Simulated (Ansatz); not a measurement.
The lowest doublet and quartet of C2H3 (SMILES [C]C); geometries from B3LYP-D3(BJ)/def2-TZVP, each state relaxed from the structure named, with no frequency check.
Doublet (charge 0, multiplicity 2):
| atom | x (Å) | y (Å) | z (Å) |
|---|---|---|---|
| C | 0.8865 | 0.1959 | 0.2224 |
| C | -0.4694 | -0.1414 | -0.1039 |
| H | -0.6236 | -0.8892 | -0.8944 |
| H | -0.7142 | 0.8512 | -0.5511 |
| H | -1.1649 | -0.2889 | 0.7341 |
Quartet (charge 0, multiplicity 4):
```xyz
5

C      0.927     0.098     0.272
C     -0.497    -0.053    -0.146
H     -0.596    -0.867    -0.872
H     -0.858     0.873    -0.607
H     -1.126    -0.279     0.722
```

A positive gap puts the quartet lower; no zero-point energy. U- takes an unrestricted doublet. The quartet is unrestricted in single-reference levels. Active spaces average the two states.

Correlated levels freeze the cores.

The values were computed with Ansatz (Gaussian orbitals). 

**Question.** What gap E(doublet) − E(quartet), adiabatic does SC-NEVPT2 on SA-CASSCF(3,3)/cc-pVQZ give?

**Answer.** -1.29 eV

**Question.** Predict the gap E(doublet) − E(quartet), adiabatic from U-SCS-MP2/cc-pVQZ (spin-contaminated).

**Answer.** -1.35 eV

**Question.** Predict the gap E(doublet) − E(quartet), adiabatic from U-CCSD/cc-pVDZ (spin-contaminated).

**Answer.** -1.03 eV

Ansatz is a first-principles code.
